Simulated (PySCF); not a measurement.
Choosing a molecule for a target property.

Species are written as SMILES; each is one conformer at its optimised geometry, gas phase, non-relativistic unless stated; the electronic structure was computed with PySCF and density fitting.

Dipoles, sizes and rotational constants follow the conformer. The torsions of the flexible species, by atom-mapped SMILES:
- `[O:1]=[C:2]1[CH:3]=[C:4](/[C:5]([SiH3:6])=[CH:7]\[SiH3:8])[CH2:9]1`: C3–C4–C5–Si6 -145°
- `[CH3:1][CH:2]([CH3:3])[C:4]#[C:5]/[CH:6]=[CH:7]\[CH2:8][F:9]`: C6–C7–C8–F9 -143°
- `[CH3:1][O:2][C:3](=[O:4])[C:5]#[C:6][SiH2:7][PH:8][SiH2:9][CH3:10]`: C1–O2–C3–O4 -1°, C6–Si7–P8–Si9 -144°, Si7–P8–Si9–C10 166°
- `[F:1]/[C:2]([SiH3:3])=[CH:4]/[CH2:5][SiH2:6][S:7][SiH3:8]`: C2–C4–C5–Si6 -102°, C4–C5–Si6–S7 177°, C5–Si6–S7–Si8 66°

The conformers of `C#C[C@@H]1CCCC[C@@H]1F` aren't listed.

(1) Wanted: HOMO–LUMO gap above 6.2 eV (PBE0/pcSseg-1) and HOMO energy above -7.1 eV (PBE0/pcSseg-1), at GFN2-xTB geometries. Which candidate meets both?
A. `COC(=O)C#C[SiH2]P[SiH2]C`
B. `C(#C)[C@@H]1CCCC[C@@H]1F`
C. `CC(C)C#C/C=C\CF`
D. `C1(CC(C=1)=O)/C([SiH3])=C\[SiH3]`
E. `F/C([SiH3])=C/C[SiH2]S[SiH3]`

Results:

(1) E. Computed values:
```csv
species,HOMO–LUMO gap,HOMO energy
C1(CC(C=1)=O)/C([SiH3])=C\[SiH3],4.87 eV,-7.28 eV
COC(=O)C#C[SiH2]P[SiH2]C,5.74 eV,-7.40 eV
CC(C)C#C/C=C\CF,6.00 eV,-6.86 eV
F/C([SiH3])=C/C[SiH2]S[SiH3],6.40 eV,-7.00 eV
C(#C)[C@@H]1CCCC[C@@H]1F,8.68 eV,-7.77 eV
```
